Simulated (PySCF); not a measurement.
# What binds I2: the parts of the energy along the bond

State: singlet, closed shell. RHF-based CCSD(T) in PySCF 2.14 with I cc-pVTZ-PP with ECP28 and I cc-pVQZ-PP with ECP28 (frozen core orbitals: 18; scalar-relativistic core potentials). Correlation energies are extrapolated as n⁻³ (n = 3, 4), Hartree–Fock as (n+1)·exp(−9√n). All energies in eV from I + I.

```
 R (Å)  HF/CBS  CCSD corr.      (T)   total
2.3554   0.312      -1.216  -0.1482  -1.052
2.4625  -0.279      -1.212  -0.1538  -1.645
2.5696  -0.557      -1.213  -0.1607  -1.930
2.6766  -0.620      -1.220  -0.1692  -2.009
2.7837  -0.540      -1.234  -0.1796  -1.953
2.9175  -0.311      -1.262  -0.1962  -1.769
3.0514   0.000      -1.303  -0.2175  -1.521
```

A fit to the total gives Re = 2.6778 Å, De = 2.009 eV, ωe = 222.6 cm⁻¹, Be = 0.03705 cm⁻¹ (masses 126.9045 and 126.9045 u).

Problem. At R = 2.6766 Å the CCSD correlation energy is -0.299966 hartree in the smaller basis and -0.336061 in the larger. Extrapolate it.

Solution. (4³·E4 − 3³·E3)/(4³ − 3³) = -0.36240 hartree; the larger basis holds 92.7 % of it.

The T1 diagnostic is 0.008. The open-shell atoms are computed with UHF. Spin–orbit coupling, excitations beyond (T) and corrections to the Born–Oppenheimer picture are left out, and spin–orbit coupling matters for open p, d or f shells this heavy.
